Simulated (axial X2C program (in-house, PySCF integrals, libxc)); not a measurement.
# Ionising the radicals of a process plasma

Calculated with an in-house relativistic program for diatomic molecules, spin-free (one-electron X2C) or two-component (2c: spin–orbit coupling with atomic mean-field Coulomb and Gaunt terms, which also bring small scalar terms), in Dyall basis sets with cores contracted in-house; open shells are unrestricted.

Level PBE0, spin-free. Basis sets: Al dyall-v3z, As dyall-cv3z, C dyall-v3z, Cl dyall-av3z, F dyall-av3z, Ga dyall-cv3z, Ge dyall-cv3z, H dyall-v3z, In dyall-cv3z, N dyall-av3z, P dyall-v3z, Sn dyall-cv3z.

| species | state | ion state | adiabatic IE with zero-point terms (eV) | D0 (eV) | D0 of the ion (eV) |
| --- | --- | --- | --- | --- | --- |
| SnCl | M_S = 1/2, Λ = 1 | M_S = 0, Λ = 0 | 7.01 | 3.88 | 4.19 |
| Ge₂ | M_S = 1, Λ = 0 | M_S = 3/2, Λ = 0 | 7.52 | 2.89 | 3.29 |
| InH | M_S = 0, Λ = 0 | M_S = 1/2, Λ = 0 | 7.90 | 2.54 | 0.27 |
| AlH | M_S = 0, Λ = 0 | M_S = 1/2, Λ = 0 | 8.12 | 2.87 | 0.83 |
| InC | M_S = 3/2, Λ = 0 | M_S = 1, Λ = 0 | 8.30 | 2.94 | 0.26 |
| GaCl | M_S = 0, Λ = 0 | M_S = 1/2, Λ = 0 | 9.82 | 4.78 | 0.94 |
| InF | M_S = 0, Λ = 0 | M_S = 1/2, Λ = 0 | 9.88 | 5.41 | 1.16 |
| AsP | M_S = 0, Λ = 0 | M_S = 1/2, Λ = 1 | 9.96 | 4.10 | 4.08 |
| N₂ | M_S = 0, Λ = 0 | M_S = 1/2, Λ = 0 | 15.74 | 9.60 | 8.56 |

Task: Which of these can a metastable argon atom (³P2, 11.55 eV, NIST) ionise on energy grounds?

Result: At PBE0, spin-free, IE lies below 11.55 eV for SnCl, Ge₂, InH, AlH, InC, GaCl, InF, AsP.

Task: Which of these can a metastable xenon atom (³P2, 8.32 eV, NIST) ionise on energy grounds?

Result: At PBE0, spin-free, IE lies below 8.32 eV for SnCl, Ge₂, InH, AlH, InC. Within the error of the method (some tenths of an eV) the answer is open for AlH, InC.

Task: Give the threshold for dissociative ionisation to the lowest fragments, IE + D0(ion).

Result: At PBE0, spin-free: SnCl → Sn+ + Cl: 11.20 eV; Ge₂ → Ge+ + Ge: 10.81 eV; InH → In+ + H: 8.17 eV; AlH → Al+ + H: 8.95 eV; InC → In+ + C: 8.56 eV; GaCl → Ga+ + Cl: 10.76 eV; InF → In+ + F: 11.04 eV; AsP → As+ + P: 14.04 eV; N₂ → N+ + N: 24.30 eV.

Each entry is the lowest single determinant of a limited PBE0 search at one distance. De goes to single-determinant-based atoms at the same level (for ions the charge split of lowest energy) and is withheld (n/a) where an atom does not fit its ground term or J level. Main or longest-lived isotopes. One determinant is a doubtful description, or other states lie close, for Ge₂, Ge₂⁺, InC⁺, AsP⁺; these need not be ground states, and all values refer to the states named. The functionals have no current term, which raises determinants with orbital currents. These values were not checked against measured ones; errors of some tenths of an eV are usual, and D0 of doubtful transition-metal species is not given. Spin-free thresholds lack the spin–orbit lowering of heavy atomic ions, up to half an eV for Sn⁺ or Sb⁺.
